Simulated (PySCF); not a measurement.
PySCF input (M06-2X/def2-TZVPD):

```python
from pyscf import gto, scf, dft

mol = gto.M(
    atom='''
    In   -0.17607404   -0.46186303   -0.36809947
    Br    2.45299964   -0.16687288   -0.48244927
    Br   -0.87644635   -0.98146639    2.13222340
    Br   -1.33004964    1.79494752   -1.13443487
    ''',
    basis='def2-tzvpd',
    ecp='def2-tzvp',
    charge=-1,
    spin=1,
    verbose=4,
)

mf = dft.UKS(mol, xc='m062x').density_fit(auxbasis='def2-universal-jkfit')
mf.grids.level = 4
mf.conv_tol = 1e-9
mf.max_cycle = 100
mf.max_memory = 1500
mf.kernel()
if not mf.converged:
    mf = mf.newton()
    mf.kernel(mf.make_rdm1())
for _ in range(2):
    mo, _, stable, _ = mf.stability(return_status=True)
    if stable:
        break
    mf.kernel(mf.make_rdm1(mo, mf.mo_occ))
mf.analyze()
```

Output:

```
ECP def2-tzvp not found for  Br
PySCF version 2.14.0

[INPUT] verbose = 4
[INPUT] num. atoms = 4
[INPUT] num. electrons = 127
[INPUT] charge = -1
[INPUT] spin (= nelec alpha-beta = 2S) = 1
[INPUT] symmetry False subgroup None
[INPUT] Mole.unit = angstrom
[INPUT] Symbol           X                Y                Z      unit          X                Y                Z       unit  Magmom
[INPUT]  1 In    -0.176074040000  -0.461863030000  -0.368099470000 AA   -0.332731713246  -0.872794633762  -0.695607184898 Bohr   0.0
[INPUT]  2 Br     2.452999640000  -0.166872880000  -0.482449270000 AA    4.635497503257  -0.315344040817  -0.911696989296 Bohr   0.0
[INPUT]  3 Br    -0.876446350000  -0.981466390000   2.132223400000 AA   -1.656243564375  -1.854702677566   4.029318262389 Bohr   0.0
[INPUT]  4 Br    -1.330049640000   1.794947520000  -1.134434870000 AA   -2.513429551676   3.391959220767  -2.143771210457 Bohr   0.0

nuclear repulsion = 891.742105712284
number of shells = 75
number of NR pGTOs = 433
number of NR cGTOs = 227
basis = def2-tzvpd
ecp = def2-tzvp

******** <class 'pyscf.df.df_jk.DFUKS'> ********
method = DFUKS
initial guess = minao
damping factor = 0
level_shift factor = 0
DIIS = <class 'pyscf.scf.diis.CDIIS'>
diis_start_cycle = 1
diis_space = 8
diis_damp = 0
SCF conv_tol = 1e-09
SCF conv_tol_grad = None
SCF max_cycles = 100
direct_scf = False
number electrons alpha = 64  beta = 63
XC library pyscf.dft.libxc version 7.1.2
    S. Lehtola, C. Steigemann, M. J. T. Oliveira, and M. A. L. Marques,  SoftwareX 7, 1–5 (2018)
XC functionals = m062x
    Y. Zhao and D. G. Truhlar,  Theor. Chem. Acc. 120, 215 (2008)
    Y. Zhao and D. G. Truhlar,  Theor. Chem. Acc. 120, 215 (2008)
radial grids:
    Treutler-Ahlrichs [JCP 102, 346 (1995); DOI:10.1063/1.469408] (M4) radial grids

becke partition: Becke, JCP 88, 2547 (1988); DOI:10.1063/1.454033
pruning grids: <function nwchem_prune>
grids dens level: 4
symmetrized grids: False
atomic radii adjust function: <function treutler_atomic_radii_adjust>
small_rho_cutoff = 0
Set gradient conv threshold to 3.16228e-05
tot grids = 122688
******** <class 'pyscf.df.df.DF'> ********
auxbasis = def2-universal-jkfit
init E= -7876.76845609236
  alpha nocc = 64  HOMO = -0.51789535740547  LUMO = -0.364045051764806
  beta  nocc = 63  HOMO = -0.563193320499159  LUMO = -0.517895357405471

WARN: HOMO -0.51789535740547 >= LUMO -0.517895357405471
[...]
  beta  nocc = 63  HOMO = -0.188351187049375  LUMO = 0.0233899859822997
  HOMO = -0.109036669741  LUMO = 0.0233899859823  gap/eV = 3.60351
Extra cycle  E= -7912.92361457251  delta_E= -6e-11  |g|= 5.78e-06  |ddm|= 2.72e-05
converged SCF energy = -7912.92361457251  <S^2> = 0.75468969  2S+1 = 2.0046842
uhf_internal: lowest eigs of H = [0.24118561 0.24796216 0.24799738]
<class 'pyscf.df.df_jk.DFUKS'> wavefunction is stable in the internal stability analysis
**** SCF Summaries ****
Total Energy =                       -7912.923614572505358
Nuclear Repulsion Energy =             891.742105712283774
One-electron Energy =               -12886.812139649569872
Two-electron Energy =                 4082.146419364779831
Two-electron Coulomb Energy =         4373.336903081746641
DFT Exchange-Correlation Energy =     -291.190483716967037
HOMO-LUMO gap [eV] =                     3.603512848234628
**** MO energy ****
                             alpha | beta                alpha | beta
MO #1   energy= -485.201548360386  | -485.200981312654  occ= 1 | 1
MO #2   energy= -485.201547619277  | -485.200980561343  occ= 1 | 1
MO #3   energy= -485.201544247524  | -485.20097715142   occ= 1 | 1
MO #4   energy= -63.1863345037896  | -63.186047757425   occ= 1 | 1
MO #5   energy= -63.1863329111006  | -63.1860461444407  occ= 1 | 1
MO #6   energy= -63.186328228306   | -63.1860414113425  occ= 1 | 1
MO #7   energy= -57.0052111696338  | -57.0042911466611  occ= 1 | 1
MO #8   energy= -57.005210873595   | -57.0042903334947  occ= 1 | 1
MO #9   energy= -57.0052078108693  | -57.0042872791162  occ= 1 | 1
MO #10  energy= -57.0039171007947  | -57.0036926761946  occ= 1 | 1
MO #11  energy= -57.00391694498    | -57.0036920750095  occ= 1 | 1
MO #12  energy= -57.0039136924703  | -57.0036889124665  occ= 1 | 1
MO #13  energy= -57.0038279802864  | -57.003669188661   occ= 1 | 1
MO #14  energy= -57.0038273838339  | -57.0036676093638  occ= 1 | 1
MO #15  energy= -57.0038242616556  | -57.0036646434938  occ= 1 | 1
MO #16  energy= -8.85170824101577  | -8.85095071829103  occ= 1 | 1
MO #17  energy= -8.85170678003853  | -8.85094919036043  occ= 1 | 1
MO #18  energy= -8.85170335220227  | -8.85094500566471  occ= 1 | 1
MO #19  energy= -6.67292345367855  | -6.67098276027752  occ= 1 | 1
MO #20  energy= -6.67292262859881  | -6.67098218182746  occ= 1 | 1
MO #21  energy= -6.67292081213752  | -6.67098020554494  occ= 1 | 1
MO #22  energy= -6.66873265014994  | -6.66824280559916  occ= 1 | 1
MO #23  energy= -6.66873197888483  | -6.66824193282934  occ= 1 | 1
MO #24  energy= -6.66872950243547  | -6.66823933026556  occ= 1 | 1
MO #25  energy= -6.66845116844408  | -6.66816925774913  occ= 1 | 1
MO #26  energy= -6.6684501757828   | -6.66816827224923  occ= 1 | 1
MO #27  energy= -6.66844848990952  | -6.66816651383481  occ= 1 | 1
MO #28  energy= -4.76223315694268  | -4.75935720226069  occ= 1 | 1
MO #29  energy= -3.13808533761715  | -3.13549984019199  occ= 1 | 1
MO #30  energy= -3.13681777047073  | -3.13549947081115  occ= 1 | 1
MO #31  energy= -3.13681748340244  | -3.13521622090327  occ= 1 | 1
MO #32  energy= -2.70611148596092  | -2.7051417378699   occ= 1 | 1
MO #33  energy= -2.7061106773416   | -2.70514113134684  occ= 1 | 1
MO #34  energy= -2.70610954464864  | -2.70513344468237  occ= 1 | 1
MO #35  energy= -2.70490156637051  | -2.70407089409429  occ= 1 | 1
MO #36  energy= -2.70489815752116  | -2.7040673282941   occ= 1 | 1
MO #37  energy= -2.70489183361367  | -2.70405947653705  occ= 1 | 1
MO #38  energy= -2.70467784134991  | -2.70392632835243  occ= 1 | 1
MO #39  energy= -2.7046763198518   | -2.70392086370896  occ= 1 | 1
MO #40  energy= -2.7046742848195   | -2.70391883525113  occ= 1 | 1
MO #41  energy= -2.70122107148051  | -2.70101755619542  occ= 1 | 1
MO #42  energy= -2.70121904720022  | -2.70101572867208  occ= 1 | 1
MO #43  energy= -2.70121823409448  | -2.70101488720749  occ= 1 | 1
MO #44  energy= -2.70121672495114  | -2.70101391793197  occ= 1 | 1
MO #45  energy= -2.70121587871681  | -2.701012932481    occ= 1 | 1
MO #46  energy= -2.70121318847768  | -2.70101028243486  occ= 1 | 1
MO #47  energy= -0.763378197872261 | -0.759104975662411 occ= 1 | 1
MO #48  energy= -0.763377933788661 | -0.759104825296138 occ= 1 | 1
MO #49  energy= -0.759023159755178 | -0.753472846303602 occ= 1 | 1
MO #50  energy= -0.756168527838889 | -0.752118046004471 occ= 1 | 1
MO #51  energy= -0.756168072556044 | -0.752117658877309 occ= 1 | 1
MO #52  energy= -0.681233436772407 | -0.673963957090269 occ= 1 | 1
MO #53  energy= -0.66948567580204  | -0.662679128355628 occ= 1 | 1
MO #54  energy= -0.669482551993161 | -0.662675892339912 occ= 1 | 1
MO #55  energy= -0.321834034358601 | -0.299512567348192 occ= 1 | 1
MO #56  energy= -0.234310170056137 | -0.222795803374587 occ= 1 | 1
MO #57  energy= -0.234309800798594 | -0.222794606116421 occ= 1 | 1
MO #58  energy= -0.212765744327229 | -0.2063941550276   occ= 1 | 1
MO #59  energy= -0.201711145728483 | -0.196248157494134 occ= 1 | 1
MO #60  energy= -0.201706969568632 | -0.196244891682557 occ= 1 | 1
MO #61  energy= -0.19382597782716  | -0.191408927205377 occ= 1 | 1
MO #62  energy= -0.193823193017064 | -0.191406109089417 occ= 1 | 1
MO #63  energy= -0.190695218072779 | -0.188351187049375 occ= 1 | 1
MO #64  energy= -0.109036669741378 | 0.0233899859822997 occ= 1 | 0
MO #65  energy= 0.103275419959454  | 0.100438781704881  occ= 0 | 0
MO #66  energy= 0.113189025671239  | 0.110502355027234  occ= 0 | 0
MO #67  energy= 0.113190075212425  | 0.114009288260611  occ= 0 | 0
MO #68  energy= 0.120577287821171  | 0.114009645322467  occ= 0 | 0
MO #69  energy= 0.132943777859155  | 0.134636747985137  occ= 0 | 0
MO #70  energy= 0.132944604187194  | 0.135342317605304  occ= 0 | 0
MO #71  energy= 0.139873242864478  | 0.135342898017725  occ= 0 | 0
MO #72  energy= 0.153362524864201  | 0.14561047241492   occ= 0 | 0
MO #73  energy= 0.153363235533174  | 0.145611236957107  occ= 0 | 0
MO #74  energy= 0.166565815882439  | 0.160442714317456  occ= 0 | 0
MO #75  energy= 0.166566040308034  | 0.160443190214558  occ= 0 | 0
MO #76  energy= 0.170894802501356  | 0.173714246993722  occ= 0 | 0
MO #77  energy= 0.17216066770305   | 0.174361470418293  occ= 0 | 0
MO #78  energy= 0.18816777743644   | 0.177167585723539  occ= 0 | 0
MO #79  energy= 0.200595520993896  | 0.19331277103993   occ= 0 | 0
MO #80  energy= 0.200596766985022  | 0.193313661574216  occ= 0 | 0
MO #81  energy= 0.220641391998978  | 0.216297811420162  occ= 0 | 0
MO #82  energy= 0.220644786885767  | 0.216303647660989  occ= 0 | 0
MO #83  energy= 0.24832609467085   | 0.24006130179141   occ= 0 | 0
MO #84  energy= 0.256733009031814  | 0.257213948310007  occ= 0 | 0
MO #85  energy= 0.256736674289304  | 0.257216571663173  occ= 0 | 0
MO #86  energy= 0.281021173077875  | 0.274233990274191  occ= 0 | 0
MO #87  energy= 0.297809664846959  | 0.296399653366386  occ= 0 | 0
MO #88  energy= 0.303723503152906  | 0.303703381331188  occ= 0 | 0
MO #89  energy= 0.303741864935886  | 0.303721920858995  occ= 0 | 0
MO #90  energy= 0.322937266366335  | 0.309898414313103  occ= 0 | 0
MO #91  energy= 0.322942125739837  | 0.320544683663801  occ= 0 | 0
MO #92  energy= 0.324302475798537  | 0.320548664557715  occ= 0 | 0
MO #93  energy= 0.327113463927444  | 0.323340676821454  occ= 0 | 0
MO #94  energy= 0.332780522578158  | 0.331441852779323  occ= 0 | 0
MO #95  energy= 0.332787394106348  | 0.331448186207473  occ= 0 | 0
MO #96  energy= 0.340569363821214  | 0.337779397820149  occ= 0 | 0
MO #97  energy= 0.340571917642519  | 0.33778167064092   occ= 0 | 0
MO #98  energy= 0.364360447522818  | 0.35850710671768   occ= 0 | 0
MO #99  energy= 0.364361116139327  | 0.358507980676089  occ= 0 | 0
MO #100 energy= 0.373219213344104  | 0.363921989698705  occ= 0 | 0
MO #101 energy= 0.383943559185768  | 0.382818073272168  occ= 0 | 0
MO #102 energy= 0.400160623217218  | 0.395430624314638  occ= 0 | 0
MO #103 energy= 0.400170647834189  | 0.39544041895865   occ= 0 | 0
MO #104 energy= 0.429722126920785  | 0.409942804534335  occ= 0 | 0
[...]
```
